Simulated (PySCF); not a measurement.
The same groups moved round the core (styrene methoxy). Gas-phase values, no solvent. One relaxed conformer stands for each flexible species; it need not be the lowest. Strings in code marks are SMILES.

Quantity: electronic energy of isomers of C9H10O relative to `C=C(OC)c1ccccc1` (C–C–O–C torsion 2°, O–C–C–C torsion 19°), in kcal/mol.

Level 1: B3LYP/3-21G // B3LYP-D3(BJ)/def2-SVP (PySCF)
Level 2: B3LYP/6-311+G** // B3LYP-D3(BJ)/def2-SVP (PySCF)
Level 3: BP86/6-31G* // B3LYP-D3(BJ)/def2-SVP (PySCF)
Level 4: HF/STO-3G // B3LYP-D3(BJ)/def2-SVP (PySCF)

| species | level 1 | level 2 | level 3 | level 4 |
|---|---|---|---|---|
| `C=Cc1cccc(OC)c1` (C–C–C–C torsion 0°, C–C–O–C torsion 0°) | 2.63 | 1.70 | 1.33 | 0.65 |
| `C=Cc1ccc(OC)cc1` (C–C–C–C torsion -1°, C–C–O–C torsion -180°) | 2.22 | 1.41 | 0.85 | 0.37 |
| `C=Cc1ccccc1OC` (C–C–C–C torsion 10°, C–C–O–C torsion -179°) | 1.33 | 2.54 | 2.00 | 1.05 |
